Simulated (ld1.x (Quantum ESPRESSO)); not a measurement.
# How hard is this iron (Fe) TM potential?

```json
{"Element": "Fe (Z = 26)", "Generator": "ld1.x (Quantum ESPRESSO) 7.5", "Type": "norm-conserving Troullier–Martins (Kleinman–Bylander form)", "Functional": "PBE", "Relativity": "scalar-relativistic", "Frozen core": "[Ne]", "Valence charge": "16", "Reference configuration": "3s2 3p6 3d6 4s2 4p0", "Partial waves": "3s (bound): rc 1.00 bohr; 3p (bound): rc 1.35 bohr; 3d (bound): rc 0.90 bohr", "Local potential": "all-electron potential smoothed inside 0.80 bohr (lloc = -1)", "Core correction": "Bessel-smoothed model core inside 0.90 bohr"}
```

Occupied shells without a wave of their own: 4s. They enter only through the test configuration that unscreens the potential, and ld1.x also counts them in the model core charge.

The pseudo-atom Hamiltonian at the reference potential is diagonalised in spherical Bessel functions j_l(qr) that vanish at 20 bohr, with q² up to the cutoff. All-electron valence levels (Ry): 3s -6.9102, 4s -0.3889, 3p -4.4131, 4p -0.0974, 3d -0.5516.

Task: How do the lowest levels (Ry) of each channel move with the cutoff, and are there ghosts?

Result:

```csv
cutoff (Ry),s #1,s #2,s #3,p #1,p #2,d #1,f #1,f #2,Σ f·Δε (mRy)
8,-6.0782,-0.3107,0.0112,-1.5763,-0.0170,0.0568,0.1111,0.2347,22525.3
15,-6.5848,-0.3821,0.0039,-2.9349,-0.0511,0.0561,0.1111,0.2347,13213.1
25,-6.6149,-0.3961,0.0025,-3.8907,-0.0783,0.0549,0.1111,0.2347,7382.4
35,-6.6915,-0.3968,0.0024,-4.2655,-0.0913,0.0528,0.1111,0.2347,4966.6
50,-6.8317,-0.4000,0.0022,-4.3940,-0.0969,0.0411,0.1111,0.2347,3839.1
70,-6.8916,-0.4010,0.0021,-4.4123,-0.0981,-0.0453,0.1111,0.2347,3089.4
100,-6.8972,-0.4019,0.0020,-4.4127,-0.0983,-0.2603,0.1111,0.2347,1783.5
140,-6.9063,-0.4051,0.0017,-4.4130,-0.0983,-0.4724,0.1111,0.2347,484.6
180,-6.9096,-0.4060,0.0016,-4.4130,-0.0983,-0.5384,0.1111,0.2347,79.8
260,-6.9100,-0.4060,0.0016,-4.4131,-0.0983,-0.5513,0.1111,0.2347,1.4
400,-6.9102,-0.4060,0.0016,-4.4131,-0.0983,-0.5515,0.1111,0.2347,0.0
```

Result: no extra level below or beside the all-electron valence levels (s, p, d, f tested); 10 mRy is reached at 230 Ry and 1 mRy at 300 Ry.

ld1.x takes every shell without a wave as core, so the model core holds the 4s electrons as well and exchange and correlation see them twice. This cancels in the reference configuration, but the file is broken for other ones, and its errors say nothing about a proper core correction. Its largest configuration-test error is -2147 meV.
